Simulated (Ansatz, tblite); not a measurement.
Cost and result up the ladder for [CrO3Cl]- (CrClO3⁻) (5 atoms). Charge -1, multiplicity 1. Geometry: PBE0-D4/def2-SVPD.

| atom | x (Å) | y (Å) | z (Å) |
| --- | --- | --- | --- |
| Cr1 | 0.0957 | 0.0002 | -0.1329 |
| O2 | 1.5455 | -0.4104 | 0.3252 |
| O3 | -0.5016 | -1.0446 | -1.1488 |
| O4 | 0.0747 | 1.4572 | -0.7306 |
| Cl5 | -1.2143 | -0.0024 | 1.6871 |

Ansatz on 4 threads of Arm Neoverse V1 on a shared host; xTB runs through tblite on one thread. Times are rough, summed over both states, and most runs start from the orbitals of an earlier one. No level here is sound enough to serve as a yardstick. The other state is a doublet.

The xTB rows come from tblite. HOMO above LUMO, or a gap near zero within one spin, warns that the state may not be the lowest or that an electron is smeared out.

Run but left out: HF/def2-SVPD, MP2/def2-SVPD, CCSD/def2-SVPD, CCSD(T)/def2-SVPD (flagged by the program: large difference).

Raw xTB energies of ions are shifted by several eV.

```csv
level,functions,wall time
GFN2-xTB,30,0.009 s
GFN1-xTB,30,0.01 s
PBE-D4/def2-TZVPD (with forces),214,17 s
r2SCAN-D4/def2-TZVPD,214,36 s
```

Task: Estimate what each level gives for the vertical IE (eV).

Result: 
```csv
level,vertical IE (eV),remarks
GFN2-xTB,10.62,–
GFN1-xTB,12.21,–
PBE-D4/def2-TZVPD (with forces),5.15,gap within one spin near zero (doublet)
r2SCAN-D4/def2-TZVPD,5.31,restricted SCF unstable in HF (-1 singlet)
```
